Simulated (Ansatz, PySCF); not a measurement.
Spin states of H2O2Zr (SMILES [OH][Zr][OH]), each relaxed with B3LYP-D3(BJ)/def2-TZVP.
State 1 (charge 0, multiplicity 3):
```json
[
 {"atom": "Zr", "x (Å)": "0.0023", "y (Å)": "-0.5244", "z (Å)": "-0.0979"},
 {"atom": "O", "x (Å)": "1.3538", "y (Å)": "0.1595", "z (Å)": "-1.3299"},
 {"atom": "H", "x (Å)": "1.9440", "y (Å)": "0.7180", "z (Å)": "-1.8324"},
 {"atom": "O", "x (Å)": "-1.3707", "y (Å)": "-0.3323", "z (Å)": "1.2770"},
 {"atom": "H", "x (Å)": "-1.9832", "y (Å)": "0.0089", "z (Å)": "1.9260"}
]
```
State 2 (charge 0, multiplicity 1):
```xyz
5

Zr    -0.037    -0.986    -0.239
O      1.291     0.082    -1.082
H      1.750     0.903    -1.260
O     -1.319    -0.326     1.000
H     -1.739     0.357     1.523
```

Singlets are restricted, other states unrestricted; no spin–orbit coupling, no relativity up to Kr; see below for the cores. The largest T1 diagnostic is 0.021.

Correlated levels freeze the inner cores; with def2 sets outer-core shells near the valence are correlated too.

Codes used: Ansatz (Gaussian basis) for Hartree–Fock, density functionals and correlated methods; PySCF for the dispersion terms. Values without a source in brackets are computed. In def2 rows elements past Kr take small-core potentials, without spin–orbit coupling.

PBE/def2-TZVPP gives 2.81 kcal/mol for the energy of the multiplicity-1 state less that of the multiplicity-3 state.

### Question
Where do these levels fall relative to PBE: PBE-D3(BJ)/def2-TZVPP, r2SCAN/def2-TZVPP, B3LYP/def2-TZVPP, wB97M-V/def2-TZVPP, B2PLYP/def2-TZVPP, CCSD(T)/def2-SVP.

### Answer
PBE-D3(BJ)/def2-TZVPP -0.06; r2SCAN/def2-TZVPP 8.46; B3LYP/def2-TZVPP 0.97; wB97M-V/def2-TZVPP -2.87; B2PLYP/def2-TZVPP -0.56; CCSD(T)/def2-SVP -6.15 kcal/mol. 2 of 6 lie above PBE; the widest gap is to r2SCAN/def2-TZVPP.

Doubts at one or more of the structures used: a restricted determinant that unrestricted orbitals would lower (B2PLYP/def2-TZVPP, CCSD(T)/def2-SVP).

Ansatz is a quantum-chemistry and plane-wave program.
